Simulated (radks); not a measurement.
Values are calculated unless marked as measured or tabulated.
The boron anion B-, 6 electrons, occupied as [He] 2s2 2p2.

Level of theory: scalar-relativistic Kohn-Sham, PBE, spin-unpolarised, spherical densities, point nucleus; hard spherical wall at 3.5 bohr (a radial shooting solver on a logarithmic mesh with Libxc functionals).

Energy parts (hartree):
part                     energy
total                 -23.96424
kinetic                26.33179
electron-nucleus      -61.49184
Hartree                15.59354
exchange-correlation   -4.39772

Orbitals (lengths in bohr, moments of r in powers of bohr; r(max) is where P^2 peaks):
| orbital | occ. | eigenvalue (hartree) | r(max) | <r^2> |
|---|---|---|---|---|
| 1s | 2 | -5.73345 | 0.2106 | 0.1489 |
| 2s | 2 | 0.33569 | 1.576 | 3.284 |
| 2p | 2 | 0.59140 | 1.611 | 3.246 |
| 3s | 0 | 1.78363 | 2.630 | 4.593 |
| 3p | 0 | 1.82235 | 2.606 | 4.154 |
| 3d | 0 | 1.34471 | 2.237 | 4.950 |

The highest occupied level is 2p at 16.093 eV. The density falls to 0.001 e/bohr^3 at r = 3.20 bohr. The pressure on the wall is 136 GPa. Summed over all electrons, <r^2> = 13.36 bohr^2, which gives a Langevin (diamagnetic) susceptibility term of -10.6 x 10^-6 cm^3/mol.
